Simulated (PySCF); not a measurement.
## Two-component Hartree-Fock for Te(2+) (tellurium, charge +2)

Start: [Kr] 4d10 5s2 5p2; 5p1/2 filled at m_j = -1/2, +1/2. Calculated with PySCF 2.14 in x2c-SVPall-2c (6s8p4d, 50 functions): generalised Hartree-Fock with the X2C-1e Hamiltonian and a Gaussian nucleus; one run each with spin-orbit coupling (SO) switched off, then screened by Boettger's factors.

| spinor shell | electrons | ε, spin-free (eV) | ε, screened SO (eV) | weight of nominal j (screened SO) | rms radius, screened SO (bohr) |
| --- | --- | --- | --- | --- | --- |
| 1s1/2 | 2 | -31989.6 | -31986.2 | 1.000 | 0.0318 |
| 2s1/2 | 2 | -5020.3 | -5019.2 | 1.000 | 0.130 |
| 2p1/2 | 2 | -4503.2 | -4694.0 | 1.000 | 0.112 |
| 2p3/2 | 4 | -4503.2 | -4416.3 | 1.000 | 0.117 |
| 3s1/2 | 2 | -1057.7 | -1057.3 | 1.000 | 0.343 |
| 3p1/2 | 2 | -885.31 | -921.82 | 1.000 | 0.335 |
| 3p3/2 | 4 | -885.31 | -868.29 | 1.000 | 0.347 |
| 3d3/2 | 4 | -624.94 | -631.08 | 1.000 | 0.320 |
| 3d5/2 | 6 | -624.94 | -620.22 | 1.000 | 0.323 |
| 4s1/2 | 2 | -213.73 | -213.41 | 1.000 | 0.816 |
| 4p1/2 | 2 | -157.68 | -164.62 | 1.000 | 0.859 |
| 4p3/2 | 4 | -157.68 | -154.11 | 1.000 | 0.886 |
| 4d3/2 | 4 | -73.195 | -73.923 | 1.000 | 1.05 |
| 5s1/2 | 2 | -37.189 | -37.046 | 1.000 | 2.14 |
| 5p1/2 | 2 | -27.295 | -26.806 | 1.000 | 2.50 |

**Question.** Where does 4d5/2 lie, and what is the 4d spin-orbit splitting (screened SO)?

**Answer.** At -72.262 eV, 1.661 eV above 4d3/2.

```tsv
quantity	spin-free	screened SO
E (hartree)	-6788.29552	-6790.15020
M_J	0	0
⟨J²⟩	2.007	0.000
⟨L²⟩	2.005	1.349
⟨S²⟩	2.002	1.349
```

Breit and QED terms are absent; they matter most for the inner s and p1/2 levels.

Densities and radii are taken from the X2C orbitals without a picture-change correction, which distorts them close to the nucleus.

Without spin-orbit coupling the j labels of p, d and f shells carry no meaning; the spin-free column gives the mean over the occupied spinors of each nl shell.
